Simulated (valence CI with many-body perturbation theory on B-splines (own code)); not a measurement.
# E1 line list for La XLIV

Calculated by valence CI with perturbative core correlation (CI+MBPT): four valence electrons over a frozen Dirac-Fock core [Ne], radial functions for each j: 11 s, 11 p, 10 d, 8 f, 5 g, 2 h, with the one-electron correlation potential Σ1 (screened to all orders), the two-electron term Σ2, the three-electron term Σ3, Breit, model QED; selected single and double excitations, second order for the rest, scaled by the run's own slope (own B-spline code, finite nucleus).

The last digits are not significant, and no measured levels were compared; by estimate large intervals hold to a few tenths of a per cent, small ones and those within an open d or f shell to about a per cent. Among the levels kept, up to 550 cm⁻¹ of a level comes from second order outside the variational space, and about a tenth of that is noise between levels of different J, which matters for small intervals.

Lines 51 to 100 of 533 in falling wavelength, among levels below 767.73 eV, chosen from the strongest by gf and those to the six lowest levels. Wavelengths and rates use the calculated energies. Electric multipoles are in the length gauge, E1 and E2 with the static RPA response of the core. Weak lines are less certain than strong ones. Lines between different terms over intervals too small for the method are left out, as are lines whose strength nearly cancels. Where a level lies close to another of its J and parity, the split of strength between their lines is uncertain. The highest levels of a list are the least certain.

Levels are named by their leading jj configuration (3d3/2^4 stands for four electrons in 3d with j = 3/2), which in mixed levels can hold well under half, so a name can repeat and another be missing. Letters in brackets count levels of one name in rising energy.

| λ vac (Å) | Upper | Lower | A (s⁻¹) | log gf | Branch % |
| --- | --- | --- | --- | --- | --- |
| 94.79 | (3p1/2^2 3d3/2^2) J=2 | (3s 3p1/2 3d3/2^2) J=3 | 3.28e+10 | -0.66 | 29.7 |
| 94.14 | (3p1/2 3p3/2^2 3d3/2) J=3 [b] | (3s 3p3/2^2 3d3/2) J=4 | 1.60e+10 | -0.83 | 2.3 |
| 94.03 | (3p1/2^2 3p3/2 3d5/2) J=3 | (3s 3p1/2 3p3/2 3d5/2) J=4 [b] | 2.00e+10 | -0.73 | 9.1 |
| 93.75 | (3s 3p1/2^2 3p3/2) J=1 | (3s^2 3p1/2 3p3/2) J=1 | 5.00e+09 | -1.70 | 3.6 |
| 93.38 | (3s 3p1/2 3p3/2 3d5/2) J=3 [c] | (3s^2 3p3/2 3d5/2) J=4 | 1.24e+10 | -0.94 | 4.0 |
| 93.28 | (3p1/2^2 3p3/2 3d5/2) J=2 | (3s 3p1/2 3p3/2 3d5/2) J=3 [a] | 2.68e+10 | -0.76 | 11.5 |
| 92.89 | (3s 3p1/2 3p3/2 3d5/2) J=4 [c] | (3s^2 3p3/2 3d5/2) J=4 | 8.16e+09 | -1.02 | 3.5 |
| 92.10 | (3s 3p1/2 3p3/2 3d3/2) J=2 [e] | (3s^2 3p3/2 3d3/2) J=3 | 1.38e+10 | -1.06 | 1.8 |
| 91.02 | (3p1/2 3p3/2^2 3d5/2) J=4 [a] | (3s 3p3/2^2 3d5/2) J=5 | 2.17e+10 | -0.62 | 5.2 |
| 90.34 | (3p1/2 3p3/2^2 3d5/2) J=3 [a] | (3s 3p3/2^2 3d3/2) J=4 | 9.87e+09 | -1.07 | 1.5 |
| 90.21 | (3s 3p1/2 3p3/2^2) J=1 [b] | (3s^2 3p3/2^2) J=2 | 8.94e+09 | -1.49 | 1.5 |
| 89.93 | (3p1/2^2 3p3/2 3d5/2) J=4 | (3s 3p1/2 3p3/2 3d5/2) J=5 | 4.25e+10 | -0.33 | 20.9 |
| 89.46 | (3p1/2^2 3p3/2 3d3/2) J=3 | (3s 3p1/2 3p3/2 3d3/2) J=4 | 4.57e+10 | -0.42 | 20.2 |
| 89.06 | (3p1/2^2 3p3/2 3d3/2) J=2 | (3s 3p1/2 3p3/2 3d3/2) J=3 [a] | 2.97e+10 | -0.75 | 24.1 |
| 88.95 | (3p1/2 3p3/2^2 3d5/2) J=5 | (3s 3p3/2^2 3d5/2) J=5 | 2.20e+10 | -0.54 | 8.2 |
| 88.53 | (3p1/2 3p3/2^2 3d3/2) J=2 [c] | (3s 3p3/2^2 3d3/2) J=3 [a] | 1.55e+10 | -1.04 | 2.2 |
| 88.27 | (3p1/2^2 3d3/2^2) J=2 | (3s 3p1/2 3d3/2^2) J=2 [a] | 2.29e+10 | -0.87 | 20.8 |
| 87.86 | (3s 3p1/2 3p3/2 3d3/2) J=2 [b] | (3s 3p1/2 3p3/2^2) J=3 | 2.18e+10 | -0.90 | 12.0 |
| 82.70 | (3p1/2^2 3p3/2 3d3/2) J=1 | (3s 3p1/2 3p3/2 3d3/2) J=2 [b] | 4.22e+10 | -0.89 | 16.6 |
| 82.16 | (3s^2 3p1/2 3d3/2) J=2 | (3s^2 3p1/2 3p3/2) J=2 | 2.48e+09 | -1.90 | 94.9 |
| 81.14 | (3p1/2^2 3p3/2 3d5/2) J=4 | (3s 3p1/2 3p3/2 3d5/2) J=4 [a] | 2.40e+10 | -0.67 | 11.8 |
| 78.58 | (3s^2 3p1/2 3d3/2) J=2 | (3s^2 3p1/2 3p3/2) J=1 | 1.28e+08 | -3.23 | 4.9 |
| 78.06 | (3s 3p1/2 3d3/2 3d5/2) J=4 [b] | (3s 3p1/2 3p3/2 3d5/2) J=4 [b] | 1.51e+10 | -0.91 | 10.0 |
| 77.71 | (3s^2 3p3/2 3d3/2) J=1 | (3s^2 3p3/2^2) J=0 | 8.63e+07 | -3.63 | 0.0 |
| 77.41 | (3s 3p1/2^2 3d3/2) J=1 | (3s 3p1/2^2 3p3/2) J=2 | 2.56e+09 | -2.16 | 11.3 |
| 76.17 | (3s 3p1/2 3d5/2^2) J=3 [a] | (3s 3p1/2 3p3/2 3d5/2) J=2 [d] | 2.55e+10 | -0.81 | 8.6 |
| 75.32 | (3s 3p1/2^2 3d3/2) J=2 | (3s 3p1/2^2 3p3/2) J=2 | 7.88e+09 | -1.47 | 36.1 |
| 74.39 | (3s 3p3/2^2 3d5/2) J=4 [a] | (3s^2 3p3/2 3d5/2) J=3 | 2.13e+10 | -0.80 | 12.1 |
| 73.16 | (3s 3p1/2 3d5/2^2) J=4 [c] | (3s 3p1/2 3p3/2 3d5/2) J=3 [d] | 3.26e+10 | -0.63 | 14.3 |
| 73.05 | (3s 3p1/2 3d5/2^2) J=3 [b] | (3s 3p1/2 3p3/2 3d5/2) J=2 [c] | 2.32e+10 | -0.89 | 9.9 |
| 71.37 | (3s^2 3p3/2 3d3/2) J=3 | (3s^2 3p3/2^2) J=2 | 3.01e+09 | -1.79 | 0.6 |
| 71.35 | (3s^2 3p3/2 3d3/2) J=2 | (3s^2 3p3/2^2) J=2 | 4.22e+08 | -2.79 | 0.1 |
| 71.14 | (3s 3p1/2 3d5/2^2) J=5 | (3s 3p1/2 3p3/2 3d5/2) J=4 [c] | 1.85e+10 | -0.81 | 14.3 |
| 71.07 | (3s 3p1/2 3d3/2 3d5/2) J=3 [d] | (3s 3p1/2 3p3/2 3d3/2) J=2 [e] | 2.83e+10 | -0.82 | 5.9 |
| 71.04 | (3s 3p1/2 3d3/2 3d5/2) J=5 | (3s 3p1/2 3p3/2 3d5/2) J=5 | 1.46e+10 | -0.92 | 12.1 |
| 70.40 | (3s 3p1/2 3d3/2 3d5/2) J=4 [b] | (3s 3p1/2 3p3/2 3d3/2) J=3 [c] | 2.25e+10 | -0.82 | 15.0 |
| 70.18 | (3s^2 3d5/2^2) J=2 | (3s^2 3p3/2 3d5/2) J=1 | 2.29e+10 | -1.07 | 5.3 |
| 69.19 | (3s 3p1/2 3d5/2^2) J=4 [b] | (3s 3p1/2 3p3/2 3d5/2) J=3 [b] | 4.24e+10 | -0.56 | 15.0 |
| 68.90 | (3s^2 3p1/2 3d3/2) J=1 | (3s^2 3p1/2 3p3/2) J=2 | 2.94e+09 | -2.20 | 0.4 |
| 68.79 | (3s 3p1/2^2 3d5/2) J=2 | (3s 3p1/2^2 3p3/2) J=1 | 2.95e+10 | -0.98 | 38.5 |
| 68.79 | (3s 3p1/2 3d5/2^2) J=1 [a] | (3s 3p1/2 3p3/2 3d5/2) J=1 [b] | 3.89e+10 | -1.08 | 12.3 |
| 68.74 | (3s^2 3p1/2 3d5/2) J=2 | (3s^2 3p1/2 3p3/2) J=2 | 3.49e+09 | -1.91 | 14.1 |
| 68.67 | (3p1/2 3p3/2^2 3d3/2) J=4 | (3s 3p1/2 3p3/2 3d5/2) J=3 [d] | 1.91e+10 | -0.92 | 4.5 |
| 68.62 | (3s^2 3p3/2 3d5/2) J=2 | (3s^2 3p3/2^2) J=2 | 1.63e+10 | -1.24 | 96.9 |
| 68.08 | (3s 3p1/2 3p3/2 3d5/2) J=3 [a] | (3s 3p1/2 3p3/2^2) J=3 | 1.83e+10 | -1.05 | 12.4 |
| 67.91 | (3s^2 3d3/2 3d5/2) J=3 | (3s^2 3p3/2 3d3/2) J=2 | 2.15e+10 | -0.98 | 3.6 |
| 67.37 | (3s 3p1/2 3d5/2^2) J=5 | (3s 3p1/2 3p3/2 3d5/2) J=4 [b] | 5.17e+10 | -0.41 | 40.1 |
| 67.10 | (3s^2 3p1/2 3d5/2) J=3 | (3s^2 3p1/2 3p3/2) J=2 | 3.25e+10 | -0.81 | 99.1 |
| 66.86 | (3s^2 3d3/2 3d5/2) J=4 | (3s^2 3p3/2 3d3/2) J=3 | 2.38e+10 | -0.84 | 8.2 |
| 66.47 | (3s 3p3/2^2 3d3/2) J=4 | (3s^2 3p3/2 3d5/2) J=3 | 1.28e+10 | -1.12 | 2.0 |

(1) How does gf follow from A for the line at 68.74 Å?

Answers

(1) gf = 1.4992 × (2J+1)_upper × A / σ², with σ = 1454682 cm⁻¹ and 2J+1 = 5: gf = 0.0124.
